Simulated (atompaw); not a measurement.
## Zn PAW (atompaw): all-electron and pseudo phase curves

* Element: Zn (Z = 30)
* Generator: atompaw 4.2.0.5
* Type: PAW
* Functional: LDA (PW92)
* Relativity: scalar-relativistic
* Frozen core: [Ne]
* Valence charge: 20
* Reference configuration: 3s2 3p6 3d10 4s1 4p1
* Partial waves: 3s (bound): rc 0.95 bohr; 4s (bound): rc 1.10 bohr; 3p (bound): rc 0.95 bohr; 4p (bound): rc 1.10 bohr; 3d (bound): rc 1.05 bohr; 3d channel at 2.75 Ry: rc 1.05 bohr
* Local potential: ultrasoft scheme with l = 3 at -0.5 Ry, radius 1.00 bohr
* Core correction: smooth core density matched at 0.80 bohr
* Augmentation charge: besselshape compensation charge, radius 1.10 bohr; PAW radius 1.10 bohr; waves and projectors: custom polynom vanderbiltortho

The phase is arctan(r·u′/u) with u = r·R(r), unwrapped; energies in Ry, scanned from -12 to 5 Ry. A pole is an energy at which the radial function vanishes at the test radius. The pseudo phase is shifted by a multiple of π to meet the all-electron one at the reference energy, and phase errors are pseudo minus all-electron; the curves can meet again beyond the range given. Levels narrower than the energy grid can be missing from the lists of poles.

For each channel, where are the poles, and over which energies does the pseudopotential scatter like the atom?

```tsv
channel	radius (bohr)	reference energy (Ry)	poles, all-electron	poles, pseudo	unbroken range about the reference energy with phases within 0.05 rad	phase error 1 Ry above the reference energy (rad)
s	1.10	-0.56	-7.49	-7.49	the whole range	-0.000
p	1.10	-0.17	-3.84	-3.85	the whole range	-0.000
d	1.10	-0.93	1.84	1.84	the whole range	+0.000
```

Phases in the p channel:

| E (Ry) | all-electron | pseudo |
| --- | --- | --- |
| -12.00 | 1.177 | 1.173 |
| -11.52 | 1.152 | 1.147 |
| -11.04 | 1.120 | 1.115 |
| -10.56 | 1.080 | 1.075 |
| -10.08 | 1.028 | 1.022 |
| -9.60 | 0.956 | 0.950 |
| -9.12 | 0.851 | 0.845 |
| -8.64 | 0.690 | 0.684 |
| -8.16 | 0.426 | 0.420 |
| -7.68 | 0.006 | 0.001 |
| -7.20 | -0.503 | -0.505 |
| -6.72 | -0.904 | -0.904 |
| -6.24 | -1.152 | -1.152 |
| -5.76 | -1.306 | -1.306 |
| -5.28 | -1.406 | -1.407 |
| -4.80 | -1.477 | -1.477 |
| -4.32 | -1.530 | -1.530 |
| -3.84 | -1.571 | -1.571 |
| -3.36 | -1.604 | -1.605 |
| -2.88 | -1.632 | -1.633 |
| -2.40 | -1.657 | -1.657 |
| -1.92 | -1.678 | -1.678 |
| -1.44 | -1.698 | -1.698 |
| -0.96 | -1.716 | -1.716 |
| -0.48 | -1.733 | -1.733 |
| 0.00 | -1.750 | -1.750 |
| 0.48 | -1.766 | -1.766 |
| 0.96 | -1.782 | -1.782 |
| 1.44 | -1.798 | -1.798 |
| 1.92 | -1.814 | -1.816 |
| 2.40 | -1.831 | -1.834 |
| 2.88 | -1.849 | -1.853 |
| 3.36 | -1.868 | -1.874 |
| 3.84 | -1.888 | -1.897 |
| 4.32 | -1.909 | -1.924 |
| 4.80 | -1.933 | -1.956 |
